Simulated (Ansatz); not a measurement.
Gas-phase reaction in SMILES: [F][Cd][F] -> [F][Cd] + F atom (the Cd-F bond at the site shown breaks; other sites are not compared here)
Each molecule is optimised on its own at B3LYP-D3(BJ)/def2-TZVP (Ansatz, a program for electronic structure). Frequencies are from Ansatz. [F][Cd]: The spin state was set by rule; other spins were not relaxed.

Quantity: bond dissociation energy (0 K, with B3LYP-D3(BJ) harmonic zero-point energies), in kJ/mol. Correlated levels leave the core frozen unless marked. UHF or UKS for open shells. No spin-orbit coupling. Frozen are the shells of the preceding noble gas and the d and f shells that filled before the atom's block. Past Kr the def2 sets carry scalar-relativistic core potentials. STO-3G rows are all-electron and non-relativistic. Basis-set limits of correlation are two-point, X^-3; Hartree-Fock from the larger set.

```
level                                        program  bond dissociation energy (kJ/mol)  minus last row
------------------------------------  --------------  ---------------------------------  --------------
revPBE-D4/def2-TZVPD                  Ansatz + dftd4                              411.0           -19.8
PBE0-D3(BJ)/def2-TZVP                 Ansatz + dftd3                              401.3           -29.5
LC-wPBE-D3(BJ)/def2-TZVPD             Ansatz + dftd3                              435.2             4.4
B2GP-PLYP-D3(BJ)/def2-TZVPD           Ansatz + dftd3                              418.7           -12.1
MP2/STO-3G                                    Ansatz                              407.1           -23.7
CCSD/CBS(def2-TZVPPD,def2-QZVPPD)             Ansatz                              415.5           -15.3
CCSD(T)/CBS(def2-TZVPPD,def2-QZVPPD)          Ansatz                              430.8             0.0
```
